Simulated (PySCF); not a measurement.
## Assigning NMR signals

Geometry:
```csv
atom,x (Å),y (Å),z (Å)
C1,-1.696,-0.401,1.768
C2,-1.497,-0.079,0.499
C3,-2.463,0.777,-0.267
C4,-0.355,-0.618,-0.292
C5,-0.592,-1.645,-1.095
C6,0.999,0.059,-0.141
C7,2.032,-0.508,-1.117
C8,0.847,1.562,-0.407
C9,1.521,-0.139,1.287
H10,-2.546,-0.031,2.319
H11,-1.032,-1.056,2.305
H12,-2.806,0.241,-1.151
H13,-3.323,1.035,0.347
H14,-1.988,1.696,-0.605
H15,-1.575,-2.083,-1.153
H16,0.158,-2.103,-1.714
H17,2.210,-1.563,-0.924
H18,1.703,-0.385,-2.146
H19,2.976,0.020,-0.997
H20,0.439,1.734,-1.401
H21,0.191,2.020,0.330
H22,1.818,2.050,-0.347
H23,2.503,0.320,1.387
H24,1.611,-1.199,1.515
H25,0.854,0.320,2.011
```

No relativistic terms, one conformer, no solvent model, one averaged value for each set of equivalent atoms. GFN2-xTB structure; σ from GIAO-PBE0/pcSseg-1; PySCF.

Chemical shifts δ = σref − σ; ¹³C (186.93 ppm) and ¹H (31.72 ppm) against TMS, all at this level.

Problem. Assign these signals to the numbered atoms. ¹³C{¹H} NMR (computed): δ 171.5, 157.3, 120.0, 115.5, 38.5, 32.4, 31.0.

Solution. 
| δ (ppm) | atoms | environment | reason |
| --- | --- | --- | --- |
| 171.5 | C4 | fully substituted alkene carbon | – |
| 157.3 | C2 | fully substituted alkene carbon | an sp2 carbon of a C=C bond |
| 120.0 | C1 | terminal =CH2 carbon | an sp2 carbon of a C=C bond |
| 115.5 | C5 | terminal =CH2 carbon | – |
| 38.5 | C6 | allylic quaternary sp3 carbon | aliphatic region, no heteroatom directly attached |
| 32.4 | C3 | allylic methyl carbon | aliphatic region, no heteroatom directly attached |
| 31.0 | C7/C8/C9 | methyl carbon | saturated and bonded to C and H only |

C3 and C7/C8/C9 lie closer than the usual error of such a calculation, so a measured spectrum could show them in the other order.

Problem. Assign these signals to the numbered atoms. ¹H NMR (300 MHz, computed): δ 5.39 (br s, 1H), 5.24 (br s, 1H), 5.02 (br s, 1H), 4.81 (br s, 1H), 2.09 (s, 3H), 1.16 (s, 9H).

Solution. 
| δ (ppm) | atoms | environment | reason |
| --- | --- | --- | --- |
| 5.39 | H10 | hydrogen on a terminal =CH2 carbon | attached to an sp2 carbon and in the plane of the double bond |
| 5.24 | H16 | hydrogen on a terminal =CH2 carbon | – |
| 5.02 | H15 | hydrogen on a terminal =CH2 carbon | – |
| 4.81 | H11 | hydrogen on a terminal =CH2 carbon | – |
| 2.09 | H12/H13/H14 | hydrogen on an allylic methyl carbon | allylic position |
| 1.16 | H17/H18/H19/H20/H21/H22/H23/H24/H25 | hydrogen on a methyl carbon | – |

Shifts are as computed. Against solution values, carbons near 30 ppm lie about +3 ppm off and those near 130 ppm about +5 ppm. Of 1211 compounds with measured shifts, 218 miss one by over three times the rms of a fit or turn the order of signals round; such compounds aren't used in these exercises. Multiplicities follow the n + 1 count of equivalent neighbours, as no J values were calculated; m marks all less simple cases, F and P coupling included.
